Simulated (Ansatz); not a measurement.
```xyz
14

C    -1.174   -0.884    0.174
N     0.115   -0.332   -0.277
C     1.181   -0.523    0.722
Al   -0.065    1.581   -0.762
F     1.469    1.930   -1.290
F    -1.246    1.513   -1.925
F    -0.507    2.232    0.700
H    -1.081   -1.943    0.425
H    -1.915   -0.751   -0.614
H    -1.498   -0.331    1.056
H     0.388   -0.817   -1.129
H     1.294   -1.580    0.977
H     2.118   -0.134    0.325
H     0.921    0.039    1.619
```

The species carries charge 0 and has multiplicity 1.

List the PBE0/def2-TZVPP orbital energies in eV (the Gaussian-basis code of Ansatz). (Estimate.)

The calculation gave: Occupied: -1527.52, -672.24, -672.22, -672.22, -393.76, -279.88, -279.88, -113.35, -73.40, -73.35, -73.35, -31.47, -31.15, -31.14, -27.51, -21.21, -19.40, -15.72, -14.72, -14.01, -12.86, -12.39, -11.99, -11.77, -11.73, -11.67, -11.20, -10.95, -10.94, -10.67, -10.62, -10.26, -9.82. Lowest empty: 0.07, 1.25, 1.46, 1.67, 2.06, 2.35, 2.75, 3.00.
